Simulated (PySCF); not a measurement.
Geometry:
```tsv
atom	x (Å)	y (Å)	z (Å)
C1	1.278	-2.199	0.150
C2	1.451	-0.697	-0.059
Si3	-0.040	0.334	0.454
Si4	-1.961	-0.285	-0.763
P5	-0.356	0.100	2.682
O6	0.258	1.970	0.268
C7	0.338	2.631	-0.961
H8	0.402	-2.591	-0.392
H9	1.139	-2.447	1.214
H10	2.156	-2.763	-0.202
H11	1.663	-0.477	-1.120
H12	2.318	-0.318	0.511
H13	-1.745	-0.307	-2.246
H14	-2.397	-1.655	-0.345
H15	-3.076	0.669	-0.467
H16	-0.930	-1.203	2.545
H17	-1.626	0.755	2.669
H18	0.385	3.716	-0.780
H19	-0.542	2.434	-1.602
H20	1.241	2.345	-1.531
```

Geometry: PBE0-D3(BJ)/def2-SVP; GIAO shifts from PySCF 2.14.0 with density-fitted response routines, gas phase, non-relativistic, averaged over equivalent atoms.

At HF/pcSseg-1 (205 basis functions, 40 s wall time on 1 thread of an AMD EPYC, shared host):
```
      atoms  δ (ppm)
         C7     48.5
         C2      7.7
         C1      7.4
        Si3     26.9
        Si4    -94.6
         P5   -252.2
         O6    -14.2
H13/H14/H15     3.36
H18/H19/H20     3.27
    H16/H17     1.36
  H8/H9/H10     0.74
        H11     0.71
        H12     0.60
```

Scale: 13C (σ = 190.85 ppm), 29Si (σ = 393.43 ppm), 1H (σ = 31.69 ppm) against TMS; 31P (σ = 356.22 ppm) against H3PO4; H2O for 17O (σ = 333.31 ppm) (reference shieldings calculated alike).

Task: Estimate the result of repeating the calculation with PBE0/pcSseg-1.

Result: 
```csv
atoms,δ at PBE0/pcSseg-1,change
C7,54.1,+5.6
C2,12.1,+4.4
C1,7.7,+0.3
Si3,36.7,+9.8
Si4,-111.8,-17.2
P5,-270.3,-18.1
O6,18.4,+32.6
H13/H14/H15,3.54,+0.18
H18/H19/H20,3.51,+0.24
H16/H17,1.57,+0.21
H8/H9/H10,0.74,+0.00
H11,1.09,+0.38
H12,0.80,+0.20
```

Chemical shifts δ = σref − σ; TMS for 13C (184.41 ppm), 29Si (351.99 ppm), 1H (31.27 ppm); 31P (310.13 ppm) against H3PO4; H2O for 17O (334.56 ppm), all at this level.

The largest change is at O6 (oxygen bonded to C, Si). Cost: 205 basis functions, 99 s wall time on 1 thread of an AMD EPYC, shared host. The order of the carbon signals is the same at both levels.

Experimental scales use liquid or dissolved standards, which lie at an offset from isolated H2O (liquid H2O: subtract about 36 ppm) and H3PO4.
